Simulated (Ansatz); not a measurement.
```yaml
crystal:
  periodic: [false, false, false]
  atoms:
    - {symbol: N, position_ang: [-0.773658, 0.884584, -1.179511]}
    - {symbol: C, position_ang: [0.328813, -0.352780, -0.450281]}
    - {symbol: B, position_ang: [0.074898, -0.679978, 1.448391]}
    - {symbol: F, position_ang: [-0.878592, 0.334311, 2.348001]}
    - {symbol: Xx, position_ang: [-0.344311, 1.309737, -2.288276]}
    - {symbol: H, position_ang: [-0.928214, 1.876725, -0.412801]}
    - {symbol: H, position_ang: [1.683752, -0.074216, -0.566298]}
    - {symbol: H, position_ang: [0.188716, -1.557159, -1.096516]}
    - {symbol: H, position_ang: [0.759096, -1.799099, 2.175916]}
basis:
  gaussian: {orbitals: aug-cc-pVTZ, fitting: {mean_field: def2-universal-jkfit}}
hamiltonian: {xc: {name: BHLYP}, dispersion: d3bj}
output: {forces: true}
```

```sh
$ ansatz run in.yaml --threads 2 --pin off --events-out ev --progress --plain --max-ram 4352MiB
```

It prints (some lines left out):

```
Error: YAML parse error: error: line 8 column 16: `Xx` is not an element symbol (H … Og, case-exact)
 6 |     - {symbol: B, position_ang: [0.074898, -0.679978, 1.448391]}
 7 |     - {symbol: F, position_ang: [-0.878592, 0.334311, 2.348001]}
 8 |     - {symbol: Xx, position_ang: [-0.344311, 1.309737, -2.288276]}
 9 |     - {symbol: H, position_ang: [-0.928214, 1.876725, -0.412801]}
10 |     - {symbol: H, position_ang: [1.683752, -0.074216, -0.566298]}
```

Question: Something in this input is off. What?

Answer: An element symbol is wrong. The input was rejected before any iteration.
